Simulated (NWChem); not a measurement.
# H$_{4}$GeSi

```xyz
6

Ge    -0.0252     0.6717     0.5612
H     -0.2546     1.5714    -0.7604
Si     0.0697    -1.2823    -0.9493
H      0.9680    -1.0813    -2.1471
H     -1.3420    -1.4532    -1.4746
H      0.4584    -2.5802    -0.2880
```
Charge 0, spin multiplicity 1.

All runs are NWChem calculations. Structure: optimised with PBE/def2-SVP, a minimum by its harmonic frequencies.

Symmetry labels belong to the abelian group C1 used in the runs, with the axes of the coordinates shown.

The Hamiltonian is non-relativistic. The structure started from a generated list of species.

Problem. List the lowest 4 singlet excitations that CIS/def2-SVPD gives, with oscillator strengths.

Solution. 
```csv
state,symmetry,energy (eV),wavelength (nm),f
1,a,2.13,583,0.009
2,a,4.02,308,0.010
3,a,6.19,200,0.076
4,a,6.54,190,0.625
```
